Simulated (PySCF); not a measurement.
Dipole response of P⁻ (phosphorus, charge -1)

[Ne] 3s2 3p4, high-spin 3P determinant. Computed with PySCF 2.14 in dyall-av3z (19s12p3d2f, 84 functions), with no relativity, point nucleus. Coupled (time-dependent) response in atomic units; α is the mean over directions.

```tsv
method	mean α (bohr³)	α xx, yy, zz	C₆ (like pair)	S(−4)
UHF	69.20	52.60, 102.4, 52.60	782.7	2864
```

S(−4) is the Cauchy moment in α(ω) = α(0) + S(−4) ω² + …

α(iu) at UHF:

```tsv
u (hartree)	α(iu) (bohr³)
0	69.20
0.0500	63.38
0.100	53.33
0.200	36.98
0.300	26.09
0.500	14.18
0.750	7.754
1.00	4.821
1.50	2.362
2.00	1.400
3.00	0.6649
5.00	0.2624
```

For an ion, C₆ is the dispersion term alone; charge-induced terms of lower order in 1/R come first.

The components differ because the open shell of this determinant is not spherical; for a pure term their mean is the scalar polarisability.
